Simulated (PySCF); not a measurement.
Species, as SMILES: [OH][Al]([F])[F].
Geometry (B3LYP-D3(BJ)/def2-TZVP, fixed):
```xyz
5

Al    -0.0065     0.0132    -0.0079
F     -1.3902    -0.8427    -0.2376
F      0.0720     1.5441    -0.5861
O      1.3237    -0.6222     0.7943
H      1.3595    -1.5063     1.1617
```

Basis-set convergence of the mean static polarisability at PBE with PySCF. All functions are spherical. Density fitting with generated auxiliary sets. In sets without p functions on hydrogen, species with hydrogen take exact integrals. Species with rotatable bonds are taken in one conformer. No added dispersion term, no relativity. Reference: the value in aug-pcseg-2, 28.18 bohr³, itself unsure by roughly 0.1 % (its distance from aug-cc-pV(T+d)Z). Deviations are taken from unrounded values. Cost is core time over that of 6-31G**, rough, on shared machines of one kind; a dash marks a row that isn't timed (too short, read off another run, short of memory, by another algorithm or on other hardware).

```
basis        functions  cost
-----------  ---------  ----
STO-3G              25     -
3-21G               42     -
6-31G               42     -
6-31G*              62     -
def2-SV(P)          62     -
6-31G**             65    1×
def2-SVP            65    1×
cc-pV(D+d)Z         70    1×
6-311G**            86    1×
def2-TZVP          136    3×
cc-pV(T+d)Z        143    3×
def2-TZVPP         149    3×
cc-pV(Q+d)Z        259    6×
def2-QZVPP         271    7×
```

Q: Which is the smallest set listed that can be trusted to 1 % here, that is, within that of the reference together with its larger relatives (same family, alike in diffuse functions; a set with none to test it counts only in the reference's own line)?

A: Of the sets listed that have larger relatives (same family, alike in diffuse functions), none stays within 1 % of the reference together with them. Value minus reference over the reference: STO-3G -55.7, 3-21G -31.9, 6-31G -30.9, 6-31G* -26.1, def2-SV(P) -29.9, 6-31G** -25.8, def2-SVP -29.1, cc-pV(D+d)Z -25.0, 6-311G** -26.9, def2-TZVP -12.7, cc-pV(T+d)Z -13.9, def2-TZVPP -11.7, cc-pV(Q+d)Z -6.7, def2-QZVPP -4.5 %.
